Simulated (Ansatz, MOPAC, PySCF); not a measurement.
Lewis adduct: AlH3 (SMILES [AlH3]) (first 4 atoms) with CH5N (SMILES CN); geometry from B3LYP-D3(BJ)/def2-TZVP, rigid monomers moved along the line of their centres of mass till Al1···N6 is 2.86 Å.
(charge 0, multiplicity 1):
```xyz
11

Al    -0.32762     0.59589     1.67060
H     -0.75495    -0.86570     1.18551
H      0.92991     1.27228     0.95263
H     -1.49152     1.56324     2.18414
C     -0.23789    -0.82506     5.19201
N      0.67956    -0.15581     4.24054
H     -1.08424    -0.16682     5.37637
H      0.25324    -1.06399     6.13606
H     -0.60754    -1.73834     4.73065
H      1.04591     0.69993     4.64906
H      1.48443    -0.74794     4.05351
```

Counterpoise-corrected where a basis set is named; no monomer relaxation. Rows marked so take none.

Rows in STO-3G carry no dispersion term and start afresh at each structure. The state that PM3 reach isn't checked.

Programs: Ansatz (a program for electronic structure); MOPAC for PM3 (differences of heats of formation); PySCF for STO-3G rows, the dispersion terms. Values without a source in brackets are computed.

Task: One of these levels gives -682.7 meV for the interaction energy. Which?
(A) HF/STO-3G (no counterpoise)
(B) PBE-D3(BJ)/def2-TZVPPD
(C) PM3

Result: A, HF/STO-3G (no counterpoise). The others give -548.0 (PM3), -836.7 (PBE-D3(BJ)/def2-TZVPPD)
